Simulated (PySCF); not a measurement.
**From computed data to an observable: chemical shift, span and skew from a shielding tensor**

AlHFCl, SMILES [F][AlH][Cl]. Atoms are numbered in the order given.

```xyz
4

Al    -0.5080    -0.5577     0.0000
H     -2.0382    -0.9145     0.0000
F      0.6198    -1.7743     0.0000
Cl     0.1803     1.4196     0.0000
```

Geometry optimised at PBE-D3(BJ)/def2-TZVP.

GIAO shieldings from PBE0/pcSseg-2 in PySCF, non-relativistic, no solvent. The symmetric part of the tensor of F3 has the principal values 230.7, 314.2, 405.6 ppm. The same nucleus in CFCl3 has σ = 165.8 ppm at this level (PySCF, at its B3LYP-D3(BJ)/def2-TZVP geometry). Without spin–orbit terms, shifts of atoms bonded to Cl or Br come out too high.

Task: Work out the isotropic shielding, the ¹⁹F shift against CFCl3, the span and the skew.

Result: 
σ(iso) = (σ11 + σ22 + σ33)/3 = 316.8 ppm. δ = σ(ref) − σ(iso) = 165.8 − (316.8) = -151.0 ppm.
Span Ω = σ33 − σ11 = 174.9 ppm. Skew κ = 3(σ(iso) − σ22)/Ω = 0.05. Tumbling in solution averages the tensor to δ; in a static solid the shielding alone would spread this spin-1/2 line over Ω.
